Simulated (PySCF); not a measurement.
These compounds are isomers of formula C$_{5}$H$_{6}$N$_{2}$O.

A. SMILES C=Cc1nnc(C)o1
B. `InChI=1S/C5H6N2O/c1-4(3-6)5(8)7-2/h1H2,2H3,(H,7,8)`
C. SMILES C/N=C/c1cnco1

Spectrum 1. ¹H NMR (400 MHz, computed): δ 8.35 (s, 1H), 8.15 (m, 1H), 7.75 (m, 1H), 3.91 (s, 3H). ¹³C{¹H} NMR (computed): δ 157.6 (C), 155.6 (CH), 152.8 (CH), 136.8 (CH), 52.4 (CH3).

Spectrum 2. ¹H NMR (400 MHz, computed): δ 7.11 (dd, J = 19.0, 12.7 Hz, 1H), 6.48 (d, J = 19.0 Hz, 1H), 5.93 (d, J = 12.7 Hz, 1H), 2.67 (s, 3H). ¹³C{¹H} NMR (computed): δ 172.6 (C), 168.7 (C), 130.7 (CH), 128.4 (CH2), 13.7 (CH3).

Spectrum 3. ¹H NMR (400 MHz, computed): δ 7.61 (br s, 1H), 6.83 (br s, 1H), 5.90 (br, 1H), 3.31 (d, 3H). ¹³C{¹H} NMR (computed): δ 160.2 (C), 152.5 (CH2), 122.7 (C), 122.4 (C), 27.2 (CH3).

Non-relativistic, one conformer, averaged over atoms made equivalent by symmetry, fast rotation or ring inversion, no solvent model. Spin–spin couplings from B3LYP/pcJ-1 (spin–dipole term left out of most H,H and C,H couplings); structure optimised with GFN2-xTB; σ from GIAO-PBE0/pcSseg-1; PySCF 2.14.

Shifts are taken against calculated references (same method and geometry level): ¹H, ¹³C vs TMS. Multiplet labels drop J under 1 Hz and among equivalent protons, and merge close values. Unscaled 3J(H,H) run several per cent high. Where no couplings were computed, multiplicities follow the n + 1 count of equivalent neighbours, and m marks all less simple cases (inequivalent or close neighbours, rings, F or P nearby). Acid and N–H amide carbonyl carbons lie up to 10 ppm further downfield in solution (hydrogen bonding). Shifts are as computed. Against solution values, carbons near 30 ppm lie about +3 ppm off and those near 130 ppm about +5 ppm. Of 1211 compounds with measured shifts, 218 miss one by over three times the rms of a fit or turn the order of signals round; such compounds aren't used in these exercises. OH and NH positions are gas-phase values without hydrogen bonding to other molecules.

Question: Match each spectrum to its structure.

Answer: 1–C, 2–A, 3–B.

- Spectrum 1 (C): 5 ¹³C signals; δC 52.4 is a methyl carbon bonded to N; δH 8.15 is the hydrogen on an aromatic CH next to a ring nitrogen.
- Spectrum 2 (A): 5 ¹³C signals; δC 130.7 is an alkene CH; δC 128.4 is a terminal =CH2 carbon.
- Spectrum 3 (B): 5 ¹³C signals; δC 160.2 is an amide carbonyl carbon; δC 152.5 is a β carbon of a C=C–C=O unit.
